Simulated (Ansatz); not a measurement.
Cost and result for the atomization energy of C2H3F3Te (`C[Te]C(F)(F)F`) (9 atoms, 8 bonds).

```xyz
9

C     1.0986   -0.9526   -0.6214
Te   -1.0279   -1.0081   -0.4580
C    -1.0828    0.8902    0.5859
F    -0.4000    0.8604    1.7347
F    -2.3482    1.2055    0.8717
F    -0.5679    1.8869   -0.1410
H     1.3920   -1.8613   -1.1455
H     1.5396   -0.9404    0.3722
H     1.3965   -0.0807   -1.1984
```

Charge 0, multiplicity 1. Correlated methods include outer-core shells of Te, which these sets cover unevenly. Te: def2 effective core potential. The structure was optimised at the PBE0-D4/def2-TZVP level. Program: Ansatz. All runs use 4 threads of a server CPU on a shared host. Times are those of one run each, without the atoms' runs, and a repeat can differ threefold. Electronic energies, without spin–orbit coupling; frozen cores. CCSD(T)/CBS adds CCSD(T) − MP2 in def2-TZVPP to the MP2 limit, and its time is that of the two runs behind it. T1 = 0.012. With those shells the extrapolation isn't a true limit. B3LYP takes the VWN-RPA correlation (the form of Gaussian; ORCA's B3LYP/G). HSE06 is the plane-wave form, built on full-range PBE exchange.

CCSD(T)/CBS is a level of theory with its own doubt, some kJ/mol a heavy atom from the limit and from the frozen cores, so smaller differences don't rank the functionals.

| level | functions | wall time |
| --- | --- | --- |
| PBE-D4/def2-TZVPP (with forces) | 247 | 1.1 s |
| PBE0-D4/def2-TZVPP | 247 | 1.2 s |
| HSE06-D4/def2-TZVPP | 247 | 1.4 s |
| CAM-B3LYP-D4/def2-TZVPP | 247 | 1.4 s |
| r2SCANh-D4/def2-TZVPP | 247 | 1.9 s |
| B3LYP-D4/def2-TZVPP (with forces) | 247 | 1.9 s |
| ωB97X-V/def2-TZVPP | 247 | 3 s |
| B97M-V/def2-TZVPP | 247 | 3.1 s |
| ωB97M-V/def2-TZVPP (with forces) | 247 | 4.1 s |
| CCSD(T)/def2-SVP | 111 | 4.7 s |
| MP2/def2-QZVPP | 457 | 8 s |
| CCSD(T)/def2-TZVPP | 247 | 110 s |
| CCSD(T)/CBS(def2) | – | 2 min |

What atomization energy does each give, and how far from CCSD(T)/CBS? (Estimate.)

Computed: 
```
                            level  atomization (kJ/mol)  difference from CCSD(T)/CBS  per bond
  PBE-D4/def2-TZVPP (with forces)                3367.8                        128.1      16.0
               PBE0-D4/def2-TZVPP                3244.8                          5.1       0.6
              HSE06-D4/def2-TZVPP                3247.9                          8.2       1.0
          CAM-B3LYP-D4/def2-TZVPP                3237.5                         -2.2      -0.3
            r2SCANh-D4/def2-TZVPP                3207.5                        -32.2      -4.0
B3LYP-D4/def2-TZVPP (with forces)                3212.2                        -27.5      -3.4
               ωB97X-V/def2-TZVPP                3239.6                         -0.1       0.0
                B97M-V/def2-TZVPP                3226.8                        -12.9      -1.6
 ωB97M-V/def2-TZVPP (with forces)                3229.7                        -10.0      -1.3
                 CCSD(T)/def2-SVP                3018.5                       -221.2     -27.7
                   MP2/def2-QZVPP                3305.5                         65.8       8.2
               CCSD(T)/def2-TZVPP                3132.4                       -107.3     -13.4
                CCSD(T)/CBS(def2)                3239.7                          0.0       0.0
```

From BLYP to BHLYP (50 % exact exchange), in def2-TZVPP and without D4, the atomization energy moves by −181.7 kJ/mol: exact exchange takes away binding that semilocal exchange gives to molecules. At CCSD(T), def2-SVP lies −221.3 kJ/mol from the extrapolated value and def2-TZVPP −107.3 kJ/mol: correlation converges slowly with the basis, and small sets miss more of it in the bonded molecule than in its fragments. In def2-TZVPP, CCSD(T) changes the Hartree–Fock value by +964.0 kJ/mol (the triples alone add +73.5 kJ/mol) and MP2 by +1073.7 kJ/mol; breaking electron pairs costs correlation energy, which Hartree–Fock lacks.

Spin–orbit coupling would lower the free Te atoms strongly, and the atomization energy with them, by more than many differences here.
